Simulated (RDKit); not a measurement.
Conformational energy of SMILES c1ccc(Sc2ccco2)cc1. Scanned: dihedral C3–C4–S5–C6 and dihedral C4–S5–C6–O10; all other coordinates were relaxed at GFN2-xTB. Points at φ and −φ are mirror images. Heavy atoms are numbered in the order of the SMILES c1ccc(Sc2ccco2)cc1, hydrogens after them in the order of the atoms that carry them; the mirror image has the same energies with the sign of each dihedral reversed.

Calculation: MMFF94 // GFN2-xTB in RDKit.

Energy in kJ/mol above the lowest grid point; x is the dihedral C3–C4–S5–C6 (°), y the dihedral C4–S5–C6–O10 (°).

```
y \ x  -150  -120  -90   -60   -30     0    30    60   90   120   150   180
-----  ----  ----  ---  ----  ----  ----  ----  ----  ---  ----  ----  ----
180    29.2   8.6  2.5   9.8  35.5  63.9  35.5   9.8  2.5   8.6  29.2  63.9
150    45.5  15.0  2.4   1.8  15.0  37.6  47.8  18.4  2.9   1.9  12.8  35.7
120    24.6  13.5  2.5   0.0   7.1  19.0  24.6  14.6  2.6   0.3   6.4  18.7
90     12.7   7.2  2.5   1.4   6.6  12.6  12.8   6.8  2.5   1.7   6.3  12.5
60      7.3   3.5  1.2   2.7  11.3  11.1   7.6   2.7  1.2   2.5  10.9  11.0
30      5.7   2.1  0.8   2.8  16.3  18.8   6.7   1.7  0.8   2.4  14.8  18.4
0      10.5   1.8  1.5   2.0  12.8  24.4  12.8   2.0  1.5   1.8  10.5  24.4
-30    14.8   2.4  0.8   1.7   6.7  18.8  16.3   2.8  0.8   2.1   5.7  18.4
-60    10.9   2.5  1.2   2.7   7.6  11.1  11.3   2.7  1.2   3.5   7.3  11.0
-90     6.3   1.7  2.5   6.8  12.8  12.6   6.6   1.4  2.5   7.2  12.7  12.5
-120    6.4   0.3  2.6  14.6  24.6  19.0   7.1   0.0  2.5  13.5  24.6  18.7
-150   12.8   1.9  2.9  18.4  47.8  37.6  15.0   1.8  2.4  15.0  45.5  35.7
```

The six lowest points that lie below all their neighbours on the grid: x = -60, y = 120 (0.0 kJ/mol); x = 60, y = -120 (0.0 kJ/mol); x = -120, y = -120 (0.3 kJ/mol); x = 120, y = 120 (0.3 kJ/mol); x = -90, y = -30 (0.8 kJ/mol); x = 90, y = 30 (0.8 kJ/mol). The lowest path on the grid from the first to the second passes x = 180, y = -60 at 11.0 kJ/mol.
